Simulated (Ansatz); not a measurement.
Reaction (redistribution): `COB(S)Cl` + `C[O][In]([NH2])[SH]` → `COB(Cl)OC` + `[NH2][In]([SH])[SH]`

Program: Ansatz. Geometries: PBE0-D4/def2-TZVP. ΔE: electronic, gas phase. CCSD(T)/CBS is the MP2 limit (def2-TZVPP, def2-QZVPP) plus CCSD(T) − MP2 in def2-TZVPP, frozen cores. This one scheme is used for every species. DFT in def2-TZVPP. B3LYP here is the variant with VWN-RPA as its local correlation; programs differ in this. Elements past krypton have def2 core potentials. For In outer-core shells are correlated without core-valence functions, which leaves a few kJ/mol of doubt a bond. Each species was taken in one conformer, which may not be the lowest.

`COB(S)Cl`:

Z-matrix (Å, degrees):
```
C
O 1 1.418
H 1 1.092 2 110.8
H 1 1.092 2 110.8 3 121.1
H 1 1.089 2 107.1 3 -119.4
B 2 1.341 1 123.4 3 -60.2
Cl 6 1.771 2 122.0 1 0.0
S 6 1.805 2 121.0 1 -180.0
H 8 1.344 6 94.9 2 0.0
```

`C[O][In]([NH2])[SH]`:

Cartesian coordinates in Å:
```
C -0.788 0.001 1.855
O -0.507 -0.779 0.727
In 0.395 -0.028 -0.873
N 0.856 -1.353 -2.309
S 0.997 2.269 -0.807
H -1.290 -0.627 2.599
H -1.458 0.845 1.636
H 0.117 0.408 2.330
H 0.272 -2.178 -2.329
H 0.943 -0.987 -3.246
H 0.462 2.428 0.416
```

`COB(Cl)OC`:

```xyz
12

C    -0.809   -0.142   -1.894
O    -0.421   -0.084   -0.536
B     0.836    0.196   -0.131
Cl    2.139    0.522   -1.289
O     1.150    0.238    1.177
C     0.156   -0.014    2.155
H    -0.638    0.815   -2.393
H    -1.873   -0.377   -1.917
H    -0.256   -0.919   -2.427
H     0.630    0.083    3.131
H    -0.663    0.704    2.075
H    -0.252   -1.022    2.048
```

`[NH2][In]([SH])[SH]`:

Z-matrix (Å, degrees):
```
N
In 1 2.012
H 1 1.010 2 116.8
H 1 1.010 2 116.8 3 -132.0
S 2 2.381 1 119.1 3 158.8
S 2 2.381 1 119.1 3 -26.7
H 5 1.343 2 93.6 1 176.3
H 6 1.343 2 93.6 1 -176.0
```

Question: Is it downhill or uphill in electronic energy at CCSD(T)/CBS, and by how much? (An estimate is asked.)

Answer: Computed: Downhill: ΔE = -129.8 kJ/mol.

Question: What do these levels give: r2SCAN-D4, PBE0-D4, B3LYP-D4, PBE, r2SCAN, PBE0, B3LYP, CCSD/def2-TZVPP, CCSD(T)/def2-TZVPP, HF/CBS(def2), MP2/CBS(def2), CCSD/CBS(def2)? (Estimate.)

Answer: Ansatz gave: r2SCAN-D4 -130.4, PBE0-D4 -133.8, B3LYP-D4 -133.2, PBE -122.9, r2SCAN -130.5, PBE0 -134.6, B3LYP -135.0, CCSD/def2-TZVPP -137.5, CCSD(T)/def2-TZVPP -132.8, HF/CBS(def2) -157.2, MP2/CBS(def2) -128.1, CCSD/CBS(def2) -134.4 kJ/mol.

Largest T1 diagnostic among the species: 0.015.

In def2-TZVPP, CCSD(T) changes the Hartree–Fock value by +24.8 kJ/mol (the triples alone add +4.7 kJ/mol) and MP2 by +26.5 kJ/mol. From PBE to PBE0 (25 % exact exchange), in def2-TZVPP and without D4, ΔE moves by −11.7 kJ/mol.
